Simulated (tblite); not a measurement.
Compound: C4H11NOSi2.
SMILES with atom numbers: `[O:1]=[CH:2][C@@:3]1([SiH3:4])[CH2:5][C@H:6]1[NH:7][SiH3:8]` (hydrogens: H9 on C2; H10, H11, H12 on Si4; H13, H14 on C5; H15 on C6; H16 on N7; H17, H18, H19 on Si8)

Computed geometry: GFN2-xTB, gas phase.

(1) List the bond lengths, angles and torsions at this level.

Results:

(1) 
```tsv
bond	length (Å)	order
O1=C2	1.211	double
C2–C3	1.446	single
C3–Si4	1.892	single
C3–C5	1.519	single
C5–C6	1.474	single
C6–N7	1.405	single
N7–Si8	1.730	single
C3–C6	1.552	single
C2–H9	1.110	single
Si4–H10	1.470	single
Si4–H11, Si4–H12	1.458	single
C5–H13	1.082	single
C5–H14	1.079	single
C6–H15	1.084	single
N7–H16	1.009	single
Si8–H17, Si8–H18, Si8–H19	1.463	single
```

Bonds in one row agree within 0.01 Å and their mean is given. Orders are formal, as drawn. A selection of angles:
```tsv
angle	degrees
O1–C2–C3	121.8
C2–C3–Si4	109.5
C2–C3–C5	119.1
C2–C3–C6	118.4
Si4–C3–C5	124.6
Si4–C3–C6	119.3
C5–C3–C6	57.4
C3–C5–C6	62.4
C5–C6–N7	123.0
C3–C6–C5	60.2
C3–C6–N7	122.8
C6–N7–Si8	122.0
H16–N7–C6	112.7
H16–N7–Si8	118.0
```

Torsions: O1–C2–C3–Si4 7° (synperiplanar); C2–C3–C5–C6 107° (anticlinal); C3–C5–C6–N7 -112° (anticlinal); C5–C6–N7–Si8 167° (antiperiplanar); C2–C3–C6–C5 -108° (anticlinal).

Si4 (SiH3 silicon) is distorted tetrahedral (angles from 105.6° to 113.1°). Si8 (SiH3 silicon) is distorted tetrahedral (angles from 103.2° to 114.0°). Of the pairs four or more bonds apart, C2···H16 is among the closest relative to their van der Waals radii: 2.90 Å, 100 % of the sum of Bondi's values. N7 (silicon-bound nitrogen) has angles 122.0°, 118.0° and 112.7°, sum 352.7°, 0.21 Å off the plane of its three neighbours. The C–C distances run from 1.446 Å (C2–C3, drawn single) to 1.552 Å (C3–C6, drawn single), a spread of 0.106 Å. The 3-membered ring C3–C5–C6 has internal angles of 57.4° to 62.4°.

Point group: C1 (no symmetry element, even within 0.4 Å). Its GFN2-xTB frequencies are all real (lowest 42 cm⁻¹). One conformer, not necessarily the lowest.
